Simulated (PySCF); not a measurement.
Field gradients at the hydrogen positions

C6H5F3O.
Geometry (GFN2-xTB, Å), atoms numbered from 1 in this order:
```xyz
15
C6H5F3O angstrom
C     -0.6770   -1.8601   -1.6935
C     -0.6867   -0.8585   -0.8220
C      0.4600   -0.3091   -0.2117
C      1.3894    0.2116    0.3494
C      2.5273    0.8054    0.9998
O     -1.9472   -0.3048   -0.4810
C     -2.0080    0.6996    0.3621
F     -3.2832    1.0496    0.5197
F     -1.5342    0.4296    1.5928
F     -1.3560    1.8073   -0.0372
H      0.2506   -2.3139   -1.9847
H     -1.5918   -2.2282   -2.1181
H      2.8875    1.6514    0.4149
H      3.3268    0.0720    1.0981
H      2.2382    1.1560    1.9898
```

Level: PBE0/pcSseg-1 (PySCF, non-relativistic); Q(2H) = 0.00286 b; rigid geometry, the same for H and D, with no vibrational averaging.

**Question.** What are Vzz, η and χzz (234.96 MHz × Q × Vzz) at all hydrogens?

**Answer.** 
```json
{"atom": "H11", "bonded to": "C1", "bond length (Å)": "1.073", "Vzz (au)": "0.3423", "η": "0.06", "χzz (kHz)": "230"}
{"atom": "H12", "bonded to": "C1", "bond length (Å)": "1.074", "Vzz (au)": "0.3414", "η": "0.06", "χzz (kHz)": "229"}
{"atom": "H13", "bonded to": "C5", "bond length (Å)": "1.090", "Vzz (au)": "0.3072", "η": "0.03", "χzz (kHz)": "206"}
{"atom": "H14", "bonded to": "C5", "bond length (Å)": "1.089", "Vzz (au)": "0.3083", "η": "0.03", "χzz (kHz)": "207"}
{"atom": "H15", "bonded to": "C5", "bond length (Å)": "1.089", "Vzz (au)": "0.3076", "η": "0.03", "χzz (kHz)": "207"}
```

**Question.** Give the 2H NMR doublet splittings at H11 for a magnetic field along the z, y and x axes of the gradient: 3χ/2, 3χ(1 + η)/4, 3χ(1 − η)/4.

**Answer.** With |χ| = 230.0 kHz and η = 0.065: 345, 184 and 161 kHz, to first order and without motion.

Isolated species at its GFN2-xTB geometry (one conformer only). GFN2-xTB bond lengths can be off by several hundredths of an ångström, more for odd bonds, and the gradients follow them. These gradients aren't converged with respect to the basis.

The run behind these numbers computed NMR shieldings as well. Time: 54 s wall. Hardware: an Arm Neoverse N1 with one thread, shared host.
